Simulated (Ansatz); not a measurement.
`[AlH2][AlH][SeH]` + `N[SiH2]F` → `F[SiH2][NH][AlH2]` + `[AlH2][SeH]` at 298.15 K and 1 bar (cleavage of the Al–Al bond).

Calculated with Ansatz (gas phase, PBE0-D4/def2-TZVP geometries, no zero-point term in ΔE). CBS: MP2 limit from def2 TZ/QZ plus the TZ coupled-cluster correction, frozen cores. For Se outer-core shells are correlated without core-valence functions, which leaves a few kJ/mol of doubt a bond. Scalar relativity is left out up to krypton. Each species was taken in one conformer, which may not be the lowest.

```csv
species,CCSD(T)/CBS energy (Eh),H − E (kJ/mol),S (J/(mol·K))
`[AlH2][AlH][SeH]`,-2887.14851,95.2,354.3
`N[SiH2]F`,-446.07709,135.8,281.7
`F[SiH2][NH][AlH2]`,-688.71689,151.7,334.1
`[AlH2][SeH]`,-2644.54675,70.0,281.5
```

H − E and S are ideal-gas, rigid-rotor, harmonic terms from PBE0-D4/def2-TZVP, for one conformer and one mirror image of each species. 1 Eh = 2625.50 kJ/mol, R = 8.31446 J/(mol·K).

Question: By hand: ΔE, ΔH, ΔS and ΔG.

Answer: ΔE = (-688.71689) + (-2644.54675) − (-2887.14851) − (-446.07709) = -0.03804 Eh = -99.9 kJ/mol. Δ(H − E) = 151.7 + 70.0 − 95.2 − 135.8 = -9.3, so ΔH = -109.2 kJ/mol. ΔS = 334.1 + 281.5 − 354.3 − 281.7 = -20.4 J/(mol·K). ΔG = -109.2 − 298.15 × (-20.4)/1000 = -103.1 kJ/mol.

Question: By hand: the equilibrium constant, and the temperature at which ΔG would vanish if ΔH and ΔS stayed fixed.

Answer: log₁₀ K = −ΔG/(RT ln 10) = 18.1. ΔG = 0 at ΔH/ΔS = 5353 K, far beyond where these terms or the molecules hold.

ΔH outweighs TΔS. A doubt of 5 kJ/mol in ΔE shifts log₁₀ K by 0.9 here. Other conformers and mirror images would add mixing entropy, several J/(mol·K) or more a flexible species. These are equilibria of isolated gas molecules and say nothing of rates. Largest T1 diagnostic: 0.012 (customary marks: 0.02 for closed shells, 0.045 for open ones).
